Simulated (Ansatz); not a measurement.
Gas-phase electronic energies from Ansatz, PBE0-D4/def2-TZVP geometries. CCSD(T)/CBS is the MP2 limit (def2-TZVPP, def2-QZVPP) plus CCSD(T) − MP2 in def2-TZVPP, frozen cores. This one scheme is used for every species. Functionals use def2-TZVPP. For Se outer-core shells are correlated without core-valence functions, which leaves a few kJ/mol of doubt a bond. Scalar relativity is left out up to krypton. One conformer a species, not always the lowest.

`C[SiH2][Se][Se]C` + `C=O` → `C[SiH2][Se]C=O` + `C[SeH]`  (formal exchange of groups at the Se–Se bond)

CCSD(T)/CBS gives +23.7 kJ/mol.

**Question.** Another level gave +19.6 kJ/mol. Which?
A. HF/def2-TZVPP
B. PBE0/def2-TZVPP
C. PBE/def2-TZVPP
D. ωB97X-V/def2-TZVPP

**Answer.** D. ωB97X-V 19.6, PBE 2.2, HF/def2-TZVPP 29.3, PBE0 11.3 kJ/mol.

Largest T1 diagnostic among the species: 0.015.

The D4 term adds +10.0 kJ/mol with B3LYP and +5.7 kJ/mol with PBE0; it sums over pairs of atoms, weighted by their polarisabilities, and B3LYP, whose exchange is more repulsive, gets the larger term. From PBE to PBE0 (25 % exact exchange), in def2-TZVPP and without D4, ΔE moves by +9.1 kJ/mol.

B3LYP here is the variant with VWN-RPA as its local correlation; programs differ in this.
